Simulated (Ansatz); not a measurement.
Gas-phase electronic energies from Ansatz, PBE0-D4/def2-TZVP geometries. CCSD(T)/CBS is the MP2 limit (def2-TZVPP, def2-QZVPP) plus CCSD(T) − MP2 in def2-TZVPP, frozen cores. DFT in def2-TZVPP. For Br, Ge outer-core shells are correlated without core-valence functions, which leaves a few kJ/mol of doubt a bond. Scalar relativity is left out up to krypton. Each species was taken in one conformer, which may not be the lowest.

Reaction (redistribution): `C[SiH](S)Br` + `[SiH3][O][GeH2][Cl]` → `C[SiH](Cl)Br` + `[SiH3][O][GeH2][SH]`

`C[SiH](S)Br`:

Cartesian coordinates in Å:
```
C 0.330 0.634 -0.961
Si -0.577 -0.479 0.214
S -0.402 0.142 2.241
Br 0.198 -2.551 -0.078
H 0.191 0.291 -1.989
H -0.047 1.656 -0.871
H 1.400 0.636 -0.742
H -2.036 -0.518 -0.033
H 0.941 0.189 2.219
```

`[SiH3][O][GeH2][Cl]`:

Cartesian coordinates in Å:
```
Si -0.474 1.032 1.066
O 0.432 -0.252 0.587
Ge 0.555 -1.195 -0.890
Cl 0.432 0.162 -2.554
H 0.070 2.299 0.515
H -1.883 0.876 0.614
H -0.430 1.074 2.548
H 1.937 -1.846 -0.896
H -0.638 -2.150 -0.990
```

`C[SiH](Cl)Br`:

Cartesian coordinates in Å:
```
C -0.189 -1.011 -0.161
Si 0.074 0.812 -0.001
Cl -1.097 1.553 1.509
Br 2.201 1.226 0.463
H 0.431 -1.410 -0.966
H 0.078 -1.517 0.769
H -1.238 -1.218 -0.385
H -0.259 1.565 -1.228
```

`[SiH3][O][GeH2][SH]`:

```xyz
10

Si    1.371   -0.663    0.809
O    -0.092   -0.979    0.138
Ge   -1.441    0.060   -0.349
S    -0.698    2.069   -0.912
H     2.296   -0.050   -0.181
H     1.244    0.259    1.971
H     1.934   -1.958    1.267
H    -2.097   -0.654   -1.535
H    -2.365    0.268    0.857
H    -0.152    1.649   -2.065
```

```tsv
level	ΔE (kJ/mol)
r2SCAN-D4	-12.1
SCS-MP2/def2-TZVPP	-11.4
```

Question: What does CCSD(T)/CBS give? (Estimate.)

Answer: Ansatz gave: -12.7 kJ/mol. The listed levels differ from it by 0.6, 1.3 kJ/mol.

Largest T1 diagnostic among the species: 0.012.

In def2-TZVPP, CCSD(T) changes the Hartree–Fock value by −3.9 kJ/mol (the triples alone add −0.3 kJ/mol) and MP2 by −4.7 kJ/mol.

CCSD(T)/CBS has its own doubt, a few kJ/mol and more with outer-core shells, so smaller differences from it don't rank the levels.
